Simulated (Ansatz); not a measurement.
A made-up structure of BSiH3O2, singlet:

O1  (-1.093, 0.724, -1.126)
Si2  (-0.032, 0.477, 0.092)
B3  (1.215, -0.935, 0.099)
O4  (0.025, -1.147, 0.700)
H5  (-1.934, 1.133, -0.914)
H6  (-0.326, 1.410, 1.203)
H7  (-0.385, -1.766, 1.324)
(Å)

It is relaxed with PBE-D4/def2-SVP and then PBE0-D4/def2-TZVP (Ansatz 0.2.0). Atoms count as bonded within 1.22 times the sum of their covalent radii (H–H: 0.88 Å). The end point is not checked to be a true minimum.

Does its bonding change? (A judgement: the text doesn't fix the answer.)

The calculation gives: Yes. Formed: none; broken: Si2–O4.

Where it ends: The first stage lowers the energy by 2.78 eV in 26 steps. It ends as BSiH₃O₂ ([OH][B][SiH][OH]):
```csv
atom,x (Å),y (Å),z (Å)
O1,-0.9241,1.1117,-1.4313
Si2,-0.0011,1.0045,-0.0481
B3,0.0259,-0.7936,0.6778
O4,0.6857,-1.8782,0.9860
H5,-1.8682,1.2267,-1.3133
H6,-0.6515,1.7939,1.0516
H7,0.2036,-2.5682,1.4543
```

Labels in which every atom is bracketed show which atoms are joined, not bond orders.

For scale, one of the runs: PBE0-D4/def2-TZVP relaxation, 148 basis functions, launched by `ansatz run in.yaml --threads 2 --pin off --events-out ev --progress --plain --max-ram 4352MiB`. The run took about 22 s on 2 CPU threads of an Arm Neoverse V2 (shared host).
